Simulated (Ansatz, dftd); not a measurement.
System: SiP2H6, charge 0, singlet. SiP2H6 (phosphanylsilylphosphane, SMILES P[SiH2]P).
B3LYP-D3(BJ)/def2-TZVP minimum from Ansatz (a program for electronic structure):
```
Si
H 1 1.4832
H 1 1.4832 2 108.38
P 1 2.2676 2 107.32 3 115.62
H 4 1.4191 1 94.17 2 168.86
H 4 1.4191 5 93.71 1 94.47
P 1 2.2676 2 107.32 3 -115.62
H 7 1.4191 1 94.17 2 -168.86
H 7 1.4191 8 93.71 1 -94.47
```

Wanted: atomisation energy (electronic, to ground-state atoms), in kcal/mol. Open shells are spin-unrestricted; no spin-orbit coupling. Cores are frozen in correlated methods. Rows without X2C or -DK are non-relativistic. CBS(X,Y): correlation extrapolated as X^-3, Hartree-Fock from the larger set. A bracket is a step between two methods taken in the basis named. Functionals run without relativity, which enters their misses. Double hybrids freeze cores in their MP2 part. 'core' is core correlation in cc-pwCVTZ (1s frozen past Ne), 'X2C' scalar relativity in cc-pVTZ-DK, both at CCSD(T). For partners of very few electrons the exact lower level stands in for a higher one.

```tsv
level	program	atomisation energy (kcal/mol)	difference against the last row
HF/cc-pV(T+d)Z	Ansatz	419.5	-172.5
PBE-D4/def2-TZVPD	Ansatz + dftd4	590.8	-1.2
B3LYP/def2-TZVPD	Ansatz	587.8	-4.2
wB97X-V/def2-TZVPD	Ansatz	603.5	11.5
B2GP-PLYP-D3(BJ)/def2-TZVPD	Ansatz + dftd3	580.7	-11.3
B2GP-PLYP/def2-TZVPD	Ansatz	575.6	-16.4
MP2/cc-pV(Q+d)Z	Ansatz	571.2	-20.8
CCSD/cc-pV(T+d)Z	Ansatz	563.1	-28.9
CCSD/CBS(cc-pV(T+d)Z,cc-pV(Q+d)Z)	Ansatz	584.0	-8.0
CCSD(T)/cc-pV(D+d)Z	Ansatz	533.4	-58.6
CCSD(T)/CBS(cc-pV(T+d)Z,cc-pV(Q+d)Z)	Ansatz	592.1	0.1
CCSDT(Q)/cc-pV(D+d)Z	Ansatz	534.2	-57.8
CCSD(T)/CBS(cc-pV(T+d)Z,cc-pV(Q+d)Z) + [CCSDT(Q) - CCSD(T)]/cc-pV(D+d)Z + core + X2C	Ansatz	592.0	0.0
```
